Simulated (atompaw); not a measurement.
## Reading a pseudo-wave (nickel)

Columns: radius, all-electron u(r) and pseudo u(r) of the 4p shell (level -1.46 eV) of nickel in the configuration [Ar] 3d8 4s1.75 4p0.25; PBEsol, scalar-relativistic, PAW (atompaw) scheme, atompaw 4.2.0.5.

```json
{"r (bohr)": "0.115", "all-electron": "0.1006", "pseudo": "0.0027"}
{"r (bohr)": "0.231", "all-electron": "0.0359", "pseudo": "0.0108"}
{"r (bohr)": "0.346", "all-electron": "-0.0805", "pseudo": "0.0240"}
{"r (bohr)": "0.462", "all-electron": "-0.1547", "pseudo": "0.0420"}
{"r (bohr)": "0.577", "all-electron": "-0.1726", "pseudo": "0.0641"}
{"r (bohr)": "0.692", "all-electron": "-0.1496", "pseudo": "0.0898"}
{"r (bohr)": "0.808", "all-electron": "-0.1020", "pseudo": "0.1185"}
{"r (bohr)": "0.923", "all-electron": "-0.0431", "pseudo": "0.1492"}
{"r (bohr)": "1.038", "all-electron": "0.0194", "pseudo": "0.1812"}
{"r (bohr)": "1.154", "all-electron": "0.0815", "pseudo": "0.2140"}
{"r (bohr)": "1.269", "all-electron": "0.1396", "pseudo": "0.2464"}
{"r (bohr)": "1.385", "all-electron": "0.1934", "pseudo": "0.2783"}
{"r (bohr)": "1.500", "all-electron": "0.2416", "pseudo": "0.3085"}
{"r (bohr)": "1.615", "all-electron": "0.2846", "pseudo": "0.3369"}
{"r (bohr)": "1.731", "all-electron": "0.3229", "pseudo": "0.3633"}
{"r (bohr)": "1.846", "all-electron": "0.3562", "pseudo": "0.3870"}
{"r (bohr)": "1.962", "all-electron": "0.3853", "pseudo": "0.4084"}
{"r (bohr)": "2.077", "all-electron": "0.4100", "pseudo": "0.4270"}
{"r (bohr)": "2.192", "all-electron": "0.4311", "pseudo": "0.4430"}
{"r (bohr)": "2.308", "all-electron": "0.4488", "pseudo": "0.4568"}
{"r (bohr)": "2.423", "all-electron": "0.4632", "pseudo": "0.4682"}
{"r (bohr)": "2.538", "all-electron": "0.4748", "pseudo": "0.4775"}
{"r (bohr)": "2.654", "all-electron": "0.4838", "pseudo": "0.4851"}
{"r (bohr)": "2.769", "all-electron": "0.4903", "pseudo": "0.4908"}
{"r (bohr)": "2.885", "all-electron": "0.4948", "pseudo": "0.4949"}
{"r (bohr)": "3.000", "all-electron": "0.4973", "pseudo": "0.4973"}
```

Problem. How many radial nodes do the two functions have?

Solution. The all-electron 4p function has n − l − 1 = 2; the pseudo-wave has 0, since the states of the same l below it are removed with the core.

Problem. Is the pseudo-wave norm-conserving?

Solution. No, it belongs to a PAW set: the norm inside the radius is not constrained, and the difference is carried by the augmentation charge.
